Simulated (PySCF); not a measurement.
Molfile (atoms numbered from 1):
```
C4H9NOSi
     RDKit          3D

 16 16  0  0  0  0  0  0  0  0999 V2000
    2.6504    1.6722    0.9889 O   0  0  0  0  0  0  0  0  0  0  0  0
    2.1495    0.9574    0.1485 C   0  0  0  0  0  0  0  0  0  0  0  0
    0.8184    0.6993    0.0883 N   0  0  0  0  0  0  0  0  0  0  0  0
    0.1874   -0.1376   -0.9240 C   0  0  0  0  0  0  0  0  0  0  0  0
   -1.1163   -0.6523   -0.3126 C   0  0  0  0  0  0  0  0  0  0  0  0
   -1.7876    0.4984    0.4540 C   0  0  0  0  0  0  0  0  0  0  0  0
   -0.3258    1.3740    1.2763 Si  0  0  0  0  0  4  0  0  0  0  0  0
    2.7509    0.4437   -0.6416 H   0  0  0  0  0  0  0  0  0  0  0  0
    0.8530   -0.9659   -1.2162 H   0  0  0  0  0  0  0  0  0  0  0  0
   -0.0274    0.4485   -1.8377 H   0  0  0  0  0  0  0  0  0  0  0  0
   -1.7709   -1.0770   -1.0903 H   0  0  0  0  0  0  0  0  0  0  0  0
   -0.8787   -1.4706    0.3883 H   0  0  0  0  0  0  0  0  0  0  0  0
   -2.5591    0.1414    1.1517 H   0  0  0  0  0  0  0  0  0  0  0  0
   -2.2795    1.1978   -0.2436 H   0  0  0  0  0  0  0  0  0  0  0  0
   -0.3921    2.8615    1.2392 H   0  0  0  0  0  0  0  0  0  0  0  0
   -0.0203    0.9129    2.6603 H   0  0  0  0  0  0  0  0  0  0  0  0
  1  2  2  0
  2  3  1  0
  3  4  1  0
  4  5  1  0
  5  6  1  0
  6  7  1  0
  7  3  1  0
  2  8  1  0
  4  9  1  0
  4 10  1  0
  5 11  1  0
  5 12  1  0
  6 13  1  0
  6 14  1  0
  7 15  1  0
  7 16  1  0
M  END
```

Geometry: PBE0-D3(BJ)/def2-SVP; GIAO absolute shieldings from PySCF, gas phase, non-relativistic, averaged over equivalent atoms.

At PBE0/pcSseg-1 (171 basis functions, 18 s wall time on 1 thread of an Arm Neoverse V2, shared host):
```
  atoms  σ (ppm)
     O1   -130.0
     C2     17.1
     C4    138.3
     C5    155.7
     C6    176.7
     N3    127.1
    Si7    374.2
     H8    22.93
H15/H16    26.38
 H9/H10    28.11
H11/H12    29.44
H13/H14    30.38
```

Question: Predict the values at B97-2/pcSseg-1 on the same geometry.

Answer: 
```tsv
atoms	σ at B97-2/pcSseg-1	change
O1	-118.2	+11.8
C2	19.8	+2.7
C4	137.7	-0.6
C5	154.7	-1.0
C6	175.6	-1.1
N3	127.9	+0.8
Si7	380.0	+5.8
H8	23.07	+0.14
H15/H16	26.59	+0.21
H9/H10	28.22	+0.11
H11/H12	29.55	+0.11
H13/H14	30.50	+0.12
```

The largest change is at O1 (amide-type carbonyl oxygen). Cost: 171 basis functions, 16 s wall time on 1 thread of an Arm Neoverse V2, shared host. The order of the carbon signals is the same at both levels.
